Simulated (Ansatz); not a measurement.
Si(eta1-allyl)Me3 (C6H14Si). Charge 0, multiplicity 1. Geometry PBE-D4/def2-SVP, basis def2-TZVP, Ansatz.

```csv
run,HOMO (eV),LUMO (eV)
A,-6.78,0.28
B,-8.98,2.16
C,-5.88,-0.47
D,-5.55,-0.58
E,-5.70,-0.71
```

Problem. The runs used BLYP, PBE, PBE0, r2SCAN, ωB97M-V. Estimate which is which.

Solution. A PBE0 (25 % exact exchange); B ωB97M-V (range-separated); C r2SCAN (0 % exact exchange); D BLYP (0 % exact exchange); E PBE (0 % exact exchange). Exact exchange lowers occupied and raises empty levels; among semilocal functionals meta-GGAs tend to open the gap a little, and such runs are hard to tell apart. The gap grows from 4.97 eV (BLYP) to 11.14 eV (ωB97M-V).
